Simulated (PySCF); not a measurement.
A structure optimised at PBE0-D3(BJ)/def2-TZVPD, used in a PySCF frequency run:

```
Ca
Cl 1 2.3175
```
Charge +1, spin multiplicity 1.

Q: Write its SMILES, formula and point group.

A: [Cl][Ca+], CaCl, C∞v

Q: What are its rotational constants (standard atomic weights)?

A: 5.0021 GHz (linear rotor, B only)
